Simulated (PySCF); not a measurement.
# A series of derivatives of CB(F)F

Parent skeleton `[CH3:1][B:2]([F:3])[F:4]`; one hydrogen on atom 1 is replaced by X. Hydrogens on one atom are averaged.

- shieldings: GIAO PBE0/pcSseg-1
- structure optimised with PBE0-D3(BJ)/def2-SVP
- run in PySCF
- relativity neglected, a single conformation, equivalent nuclei averaged, gas phase

References, each an isolated molecule treated in the same way: 13C, 1H vs TMS; 11B against BF3·OEt2; 19F against CFCl3.

Parent (X = H): C1 -4.1, B2 30.1, F3/F4 -57.7, H(C1) 0.48 ppm. Effects are Δδ = δ(X) − δ(H), positive for deshielding.

(1) Give Δδ (ppm) for X = BCl2, CH=NH, cPr, propynyl, SSiH3, CHO.

(2) Which position responds most, and to which substituents?

## Answers

(1) 
```
       X          SMILES     C1    B2  F3/F4  H(C1)
    BCl2   FB(F)CB(Cl)Cl  +29.7  -3.1   +3.2  +1.37
   CH=NH  [H]/N=C/CB(F)F  +31.7  -1.2   -2.3  +1.67
     cPr     FB(F)CC1CC1  +23.7  -0.2   -6.1  +0.28
propynyl      CC#CCB(F)F   +8.9  -1.5   -5.5  +1.43
   SSiH3   FB(F)CS[SiH3]  +16.1  -6.3  -20.1  +1.16
     CHO       O=CCB(F)F  +41.1  -3.2   +1.3  +1.87
```

(2) C1: from +8.9 ppm with propynyl to +41.1 ppm with CHO.

Unscaled 19F shifts against computed CFCl3 carry errors that often reach 10 to 50 ppm.
